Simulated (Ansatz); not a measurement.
Diatomic F2+, multiplicity 2 (lowest of 2S+1 = 2, 4 at CCSD(T)/def2-TZVPP on PBE0 minima; our sources give no spin for the ground state, which may be another).

Seven points along R, fitted to fifth degree in 1/R; most abundant isotopes. Runs in def2 and cc sets follow the lowest solution found near the PBE0 minimum.

Cores are frozen in the correlated methods.

The values were computed with Ansatz (a first-principles code). Each number belongs to the level named beside it.

Energies at CCSD(T)/def2-TZVPP:

```
R (Å)       E (hartree)
--------  -------------
1.183883  -198.71695867
1.215708  -198.72549757
1.244987  -198.73061879
1.278085  -198.73383458
1.311183  -198.73483618
1.349372  -198.73381823
1.393927  -198.73038975
```

Task: With a reduced mass of 9.4992 u, find the minimum, the force constant and the constants.

Result: A fifth-degree polynomial in 1/R puts the minimum at r_e = 1.3121 Å with force constant 697 N/m. Then ω_e = (1/2πc)√(k/μ) = 1116 cm⁻¹ and B_e = h/(8π²cμr_e²) = 1.031 cm⁻¹; the cubic and quartic terms give α_e = 0.012 and ω_e x_e = 8.9 cm⁻¹.

Doubts at one or more of the structures used: other coupled-cluster roots lie near (CCSD(T)/def2-TZVPP).
